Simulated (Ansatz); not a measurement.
A nudged elastic band was laid between two geometries of BFH₂S₂ (6 atoms, charge 0, multiplicity 1).

Level of theory: RKS PBE-D4/def2-SVP (Ansatz).

```yaml
movable_images: 5
climbing_image: yes
spring: 5.0 eV/Å²
optimiser: quadratic models (default)
start_path: through a guess of the saddle point
force_threshold: 0.05 eV/Å
iteration_limit: 60
end_points: relaxed
```

Image 0:

```xyz
6
Properties=species:S:1:pos:R:3
F -0.462 -0.773 1.023
B -0.001 -0.024 0.010
S 1.767 -0.019 -0.414
S -1.132 1.010 -0.970
H 2.107 -0.906 0.564
H -2.237 0.649 -0.260
```

Image 6:

```xyz
6
Properties=species:S:1:pos:R:3
F -0.705 -1.169 1.557
B -0.245 -0.421 0.546
S 1.549 -0.514 0.244
S -1.495 0.558 -0.347
H 1.583 0.339 -0.814
H -0.645 1.143 -1.232
```

Question: Which bonds break or form, and what moves?

Answer: No bond is made or broken. The dihedral S3–B2–S4–H6 goes from -180 to 0°.

Question: Give the energies along the band, and the barrier.

Answer: The forces met the threshold. The highest image is number 5 of 0 to 6, 0.37 eV above the first end and 0.31 eV above the last; the last end lies 0.05 eV above the first. The profile has 2 maxima (images 2, 5) with wells between them (image 3): this band takes more than one step, which may be the mechanism or a detour left from its start path. A vibrational analysis at the climbing image gives one clearly imaginary mode, 341i cm⁻¹: a first-order saddle point.

```json
{"image": "0", "path coordinate (Å)": "0.00", "energy (eV)": "0.00", "dihedral S3–B2–S4–H6 (°)": "-180"}
{"image": "1", "path coordinate (Å)": "0.85", "energy (eV)": "0.20", "dihedral S3–B2–S4–H6 (°)": "-126"}
{"image": "2", "path coordinate (Å)": "1.71", "energy (eV)": "0.32", "dihedral S3–B2–S4–H6 (°)": "-74"}
{"image": "3", "path coordinate (Å)": "2.56", "energy (eV)": "0.02", "dihedral S3–B2–S4–H6 (°)": "-14"}
{"image": "4", "path coordinate (Å)": "3.41", "energy (eV)": "0.13", "dihedral S3–B2–S4–H6 (°)": "9"}
{"image": "5", "path coordinate (Å)": "4.27", "energy (eV)": "0.37", "dihedral S3–B2–S4–H6 (°)": "0"}
{"image": "6", "path coordinate (Å)": "5.59", "energy (eV)": "0.05", "dihedral S3–B2–S4–H6 (°)": "0"}
```

Question: What is the geometry of the highest image?

Answer: 
```xyz
6
Properties=species:S:1:pos:R:3
F -0.547 -1.208 1.395
B -0.231 -0.264 0.505
S 1.548 0.248 0.291
S -1.615 0.470 -0.405
H 1.724 -0.645 -0.724
H -0.837 1.336 -1.108
```

Time of the run: 2.4 min on 1 CPU thread of a shared host.
